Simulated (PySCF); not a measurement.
CH5FOSi2, SMILES [SiH2]1[Si@@H](F)CO1.

Geometry optimised at PBE-D3(BJ)/def2-SVP. The structure was generated by enumeration; whether it is a known compound was not checked.

Two levels are set side by side: PBE/def2-TZVP (PySCF) and ωB97X/def2-TZVP (PySCF). Same geometry, gas phase. Differences are taken from unrounded values.

| quantity | ωB97X |
|---|---|
| orbital gap (eV) | 11.43 |
| highest occupied level (eV) | -10.15 |
| lowest empty level (eV) | 1.28 |
| dipole moment (D) | 0.66 |
| mean polarisability (bohr³) | 65.2 |

Question: What does PBE give, and how far is it from ωB97X? (The exact figures need the calculation; the answer reports its results.)

Answer: 
| quantity | PBE | PBE minus ωB97X |
|---|---|---|
| orbital gap (eV) | 4.88 | -6.54 |
| highest occupied level (eV) | -6.54 | 3.61 |
| lowest empty level (eV) | -1.65 | -2.93 |
| dipole moment (D) | 0.54 | -0.12 |
| mean polarisability (bohr³) | 68.8 | 3.7 |

PBE's occupied levels lie high since its potential decays too fast outside the molecule; exact exchange lowers them and widens the gap. Loosely held outer electrons make PBE densities more polarisable. Differences between two approximate levels are no errors against the true value.

Rough cost on one machine, each run with all the roots and properties that it gave: ωB97X against PBE within a factor of 2.
